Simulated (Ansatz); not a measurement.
The pair A = GeH4 (SMILES [GeH4]) (first 5 atoms), B = H4OSi (SMILES O[SiH3]); geometry from B3LYP-D3(BJ)/def2-TZVP.
(charge 0, multiplicity 1):
```xyz
11

Ge     0.39343    -0.39215     0.44314
H     -0.90285    -1.19268     0.62537
H      1.37108    -0.70008     1.58413
H      0.08432     1.11010     0.40105
H      1.04381    -0.80140    -0.89261
O     -0.92024     0.44252     3.29623
Si    -0.14683     0.32681     4.75451
H     -1.82216     0.77053     3.27510
H     -0.03619     1.65036     5.41543
H      1.19621    -0.20231     4.45227
H     -0.86116    -0.59151     5.67500
```

Correlated levels freeze the cores. Filled d and f shells under p-block atoms count as core. MP2 and its Hartree–Fock in def2-QZVPPD, def2-TZVPPD are density fitted.

Run with Ansatz (Gaussian orbitals). Values without a source in brackets are computed.

The counterpoise-corrected interaction energy is E(AB) − E(A in the pair's basis) − E(B in the pair's basis). Total energies (hartree):

```
level                         AB  A in the pair's basis  B in the pair's basis
-----------------  -------------  ---------------------  ---------------------
HF/def2-TZVPPD     -2443.8903081          -2077.6795632           -366.2110995
MP2/def2-TZVPPD    -2444.4109599          -2077.8190828           -366.5896635
HF/def2-QZVPPD     -2443.9451548          -2077.7217008           -366.2238156
MP2/def2-QZVPPD    -2444.5021437          -2077.8694471           -366.6302865
MP2/def2-SVPD      -2443.8607206          -2077.5330212           -366.3256989
CCSD(T)/def2-SVPD  -2443.9292330          -2077.5658663           -366.3612200
```

Question: Work out the counterpoise-corrected interaction energy at the basis-set limit: extrapolate the MP2 correlation part as X⁻³, take Hartree–Fock from the larger set, and add the CCSD(T) − MP2 difference of def2-SVPD.

Answer: 
1. Differences (1 hartree = 627.509 kcal/mol): HF/def2-TZVPPD 0.223; MP2/def2-TZVPPD -1.389; HF/def2-QZVPPD 0.227; MP2/def2-QZVPPD -1.512; MP2/def2-SVPD -1.255; CCSD(T)/def2-SVPD -1.347.
2. Correlation parts, MP2 less HF: -1.612 in def2-TZVPPD (X = 3), -1.739 in def2-QZVPPD (X = 4).
3. Limit (4³·(-1.739) − 3³·(-1.612))/(4³ − 3³) = -1.832; with HF/def2-QZVPPD it gives -1.606.
4. CCSD(T) less MP2 in def2-SVPD: -0.092.
Result: -1.70 kcal/mol, against -1.39 at MP2/def2-TZVPPD. It is an estimate of this method's limit, not of the exact value.

Ansatz is an electronic-structure program.
